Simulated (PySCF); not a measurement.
B3LYP has the VWN-RPA correlation part, as in Gaussian. 

```xyz
5

O      1.1203    -0.1050     0.3998
Si    -0.5223     0.0049     0.4454
H      1.5747    -0.0779    -0.4441
H     -1.0043     1.3028    -0.1163
H     -1.1714    -1.1244    -0.2866
```

Charge 0, multiplicity 2.

### Question
Give the Mulliken and meta-Löwdin atomic charges from B3LYP-D3(BJ)/def2-TZVP // PBE0-D4/def2-TZVP run with PySCF.

### Answer

| atom | Mulliken (e) | meta-Löwdin (e) |
|---|---|---|
| O1 | -0.51 | -0.75 |
| Si2 | 0.31 | 0.63 |
| H3 | 0.32 | 0.35 |
| H4 | -0.06 | -0.11 |
| H5 | -0.06 | -0.11 |
